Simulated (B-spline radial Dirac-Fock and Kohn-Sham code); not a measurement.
**X-ray lines that fill the K vacancy in Sc⁶⁺**

System: scandium as Sc⁶⁺, [Ne] 3s2 3p3.

Calculated with an atomic code on a B-spline grid, using independent-particle rates on relativistic LDA orbitals of the hole state (multipoles up to L = 3, Coulomb Auger matrix elements, transition energies from Dirac-Fock).

| line | multipole | energy (eV) | rate (s⁻¹) | share (%) |
| --- | --- | --- | --- | --- |
| Kα2 (K-L2) | E1 | – | 7.35e+13 | 31.4 |
| Kα1 (K-L3) | E1 | 4095.1 | 1.45e+14 | 61.7 |
| Kβ3 (K-M2) | E1 | 4486.3 | 5.42e+12 | 2.31 |
| Kβ1 (K-M3) | E1 | 4487.0 | 1.08e+13 | 4.59 |

The listed lines hold 100.0 % of the radiative rate. A dash stands for an energy that rests on an unreliable hole state. The radiative width is 0.154 eV in the length form and 0.161 eV in the velocity form; the two differ because the transition energies are not eigenvalue differences of the potential that gave the orbitals. Kα2/Kα1 is 0.508 and Kβ/Kα is 0.074.
